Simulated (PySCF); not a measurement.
# Computed properties of C4H2BrCl, SMILES C(/Br)=C(/C#C)Cl

C4H2BrCl, SMILES C(=C(\Cl)C#C)/Br. Geometry optimised at PBE0-D3(BJ)/def2-SVP. The structure was generated by enumeration; whether it is a known compound was not checked. The values are those of a single conformer. All values are computed for the isolated molecule unless a solvent is named; none is compared with measurement here.

**Structure.** The optimised structure has Cs symmetry. All 18 harmonic modes at PBE0-D3(BJ)/def2-SVP (PySCF) are real, so it is a minimum. With heavy atoms numbered as in [CH:1]#[C:2]/[C:3]([Cl:4])=[CH:5]\[Br:6], the shortest bond between them is C1–C2 at 1.213 Å and the longest C5–Br6 at 1.860 Å.

**Vibrations.** The strongest infrared lines (harmonic, unscaled, degenerate partners summed) lie at 778 cm⁻¹ (98 km/mol, C 76 %, Cl 10 %), 3488 cm⁻¹ (89 km/mol, H 86 %, C 14 %), 1055 cm⁻¹ (59 km/mol, C 66 %, H 32 %). The softest mode is at 111 cm⁻¹ and the zero-point energy is 27.0 kcal/mol.

**Electronic structure.** CAM-B3LYP/def2-TZVP (PySCF) places the frontier levels at -8.32 and -0.58 eV, a gap of 7.74 eV, and gives a dipole moment of 0.50 D and a mean polarisability of 79.4 bohr³. PBE/def2-TZVP (PySCF) at the same geometry gives -6.02 and -2.50 eV, so its gap is 4.22 eV narrower. An orbital gap is neither the optical nor the fundamental gap.

**Excitations.** TDDFT-M06-2X/def2-SVPD (PySCF) has S1 at 4.97 eV (250 nm, f = 0.000, dark); the most intense of the 10 singlets computed lies at 5.16 eV (f = 0.30). T1 (TDA) is at 3.36 eV. TDDFT-PBE/def2-SVPD (PySCF) puts S1 at 4.46 eV. No vertical singlet excitation falls in the visible range (under 3.1 eV).

**NMR.** GIAO shifts at KT2/pcSseg-1 (PySCF) (non-relativistic, atoms alike by connectivity averaged): ¹³C from 77.3 to 127.1 ppm against TMS; ¹H from 4.1 to 6.6 ppm against TMS. Without spin–orbit terms, shifts of atoms bonded to Cl or Br come out too high.
